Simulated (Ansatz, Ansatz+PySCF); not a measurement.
| atom | x (Å) | y (Å) | z (Å) |
| --- | --- | --- | --- |
| C | 0.9611 | -0.3003 | -0.6992 |
| C | -0.0616 | 0.4959 | -1.1089 |
| C | -1.0132 | 0.6462 | -0.0243 |
| C | -0.5123 | -0.1269 | 1.0694 |
| C | 0.6503 | -0.6925 | 0.7444 |
| H | 1.8107 | -0.6165 | -1.2439 |
| H | -0.1955 | 0.9695 | -2.0836 |
| H | -1.9021 | 1.2410 | -0.0533 |
| H | -1.0054 | -0.2070 | 2.0566 |
| H | 1.3204 | -1.3340 | 1.3231 |

Basis set: def2-SVP (spherical functions). Correlated methods keep 5 orbitals frozen. Charge 0, multiplicity 2.

Computed with Ansatz (development build ahead of 0.2.0); each method stands on the lowest determinant of its kind that the runs found.

The atomization energy at this shape (free ground-state atoms in the same class of orbitals less the molecule, no zero-point energy) of doublet C5H5:

```csv
method,atomization energy
UHF,3485.4 kJ/mol
```

(1) What does UHF-MP2 give?

Answers

(1) 4426.6 kJ/mol. Caution: the unrestricted determinant is spin contaminated.
